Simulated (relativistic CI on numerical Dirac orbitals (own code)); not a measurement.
Computed by Dirac-Coulomb-Breit CI, separate exchange-only KLI orbitals for each configuration, model QED (radiative potential, 1s self-energy scaled to tabulated hydrogen-like ionisation energies), unscaled Slater integrals (own radial code, finite nucleus).

The strongest absorption lines from the ground level of an ion, among the configurations computed and to levels below about 20200 eV (vacuum wavelength in Å, gf): 0.6153 (0.04), 0.6195 (0.026), 0.6802 (0.092), 0.6904 (0.064), 0.8810 (0.32), 0.9231 (0.27), 5.2241 (0.3), 55.762 (0.012).

Question: Which ion is it?
A. W LXXII
B. Er LXVI
C. Hg LXXVIII
D. Hg LXXVI

Answer: C. Hg LXXVIII has 3 electrons and the ground level 2s 2S_1/2; the strongest line goes to 3p 2P°_3/2. The pattern of lines fixes the number of electrons, and along that sequence the line energies rise steadily with the charge (about as its square where n changes within one kind of shell, about linearly where n is kept but much faster in heavy ions where fine structure, which grows about as Z⁴, sets the gap, and irregularly where shells cross), which fixes Z. Configurations outside the model, such as inner-shell arrays, can give stronger lines. At this charge energies of transitions that change n are usually good to better than 1 %, and those within a shell (Δn = 0) to a few per cent.
